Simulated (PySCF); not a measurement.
Harmonic spectrum computed at PBE0 in the def2-SVP basis family (core potentials from Rb on, PySCF, no spin–orbit coupling):

| ω (cm⁻¹) | IR (km/mol) |
| --- | --- |
| 187 | 0.1 |
| 230 | 12.7 |
| 290 | 19.9 |
| 354 | 74.0 |
| 441 | 109 |
| 534 | 57.4 |
| 648 | 131 |
| 656 | 85.0 |
| 1051 | 105 |
| 1079 | 74.9 |
| 3755 | 44.6 |
| 3759 | 103 |

Question: Which molecule gave it? In each, all ligands are bound to the one heavy central atom.
A. GeS(OH)₂ (singlet)
B. SnS(OH)₂ (singlet)
C. SeS(OH)₂ (singlet)
D. ZrS(OH)₂ (singlet)
E. TeS(OH)₂ (singlet)

Answer: C. It has Cs symmetry with O–H 0.973 Å (×2), Se–O 1.785 Å (×2), Se–S 2.054 Å.
